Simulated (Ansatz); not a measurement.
Te(I)(GeH3) (GeH3ITe), SMILES [GeH3][Te]I.

The structure is a stationary point at B3LYP-D3(BJ)/def2-SVP. This is a generated structure with no PubChem entry under its InChIKey; it may be hypothetical. The def2 effective core potentials stand for the cores of I, Te; spin–orbit coupling is left out.

Two levels are set side by side: PBE/def2-SVPD (Ansatz, a quantum-chemistry and plane-wave program) and CAM-B3LYP/def2-SVPD (Ansatz). Energy differences of separate SCF runs at the same geometry; the states with an electron removed or added have multiplicity 2 and 2. Differences are taken from unrounded values.

```json
[
 {"quantity": "vertical ionisation energy (eV)", "CAM-B3LYP": "8.32"},
 {"quantity": "vertical electron affinity (eV)", "CAM-B3LYP": "1.47"},
 {"quantity": "vertical singlet–triplet gap (eV)", "CAM-B3LYP": "1.54"}
]
```

What does PBE give, and how far is it from CAM-B3LYP? (The exact figures need the calculation; the answer reports its results.)


```tsv
quantity	PBE	PBE minus CAM-B3LYP
vertical ionisation energy (eV)	8.00	-0.32
vertical electron affinity (eV)	1.42	-0.05
vertical singlet–triplet gap (eV)	1.37	-0.16
```
